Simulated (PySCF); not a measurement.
# Ag⁺ (silver, charge +1) across methods

[Kr] 4d9 5s1, high-spin 3D determinant (an excited configuration). Calculation: PySCF 2.14, in x2c-TZVPPall; the spin-free X2C one-electron Hamiltonian (Gaussian nucleus).

```tsv
method	E (hartree)	mean ε 4d α (eV)	mean ε 4d β (eV)	mean ε 5s α (eV)	Σ⟨r²⟩ (bohr²)	⟨S²⟩
LDA	-5309.41	-19.937	-18.972	-13.593	39.10	2.000
B97-3	-5314.60	-21.874	-20.911	-13.820	39.04	2.001
r2SCAN	-5314.93	-20.165	-19.031	-13.510	38.94	2.002
M06-2X	-5315.36	-23.992	-22.941	-14.560	39.19	2.002
PBE	-5314.51	-19.745	-18.748	-13.268	39.16	2.001
MN15	-5318.41	-22.635	-21.755	-14.564	39.06	2.001
wB97X-V	-5314.64	-24.239	-23.337	-15.851	39.11	2.000
PBE0	-5314.59	-21.809	-20.752	-13.979	39.04	2.001
```

Q: Estimate the same row for UHF.

A: E (hartree) = -5312.41797; mean ε 4d α (eV) = -27.060; mean ε 4d β (eV) = -25.774; mean ε 5s α (eV) = -15.498; Σ⟨r²⟩ (bohr²) = 39.36; ⟨S²⟩ = 2.002.
